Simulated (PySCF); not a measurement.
Excitations are Tamm–Dancoff values on a coarser integration grid. The basis has no diffuse functions, so Rydberg states are missing or too high.

Z-matrix (Å, degrees):
```
Ga
H 1 1.5659
H 1 1.5659 2 129.93
Br 1 2.3116 2 115.03 3 180.00
```
Charge 0, spin multiplicity 1.

What is the computed brightest of the four lowest singlets (TDA), T1 excitation (TDA), S1 excitation (TDA), total energy and S1–T1 gap (TDA) (PBE-D3(BJ)/def2-TZVP (PySCF))?


```json
{
 "brightest of the four lowest singlets (TDA)": "5.14 eV",
 "T1 excitation (TDA)": "4.00 eV",
 "S1 excitation (TDA)": "4.16 eV",
 "total_energy": "-4499.5669 Ha",
 "S1–T1 gap (TDA)": "0.16 eV"
}
```
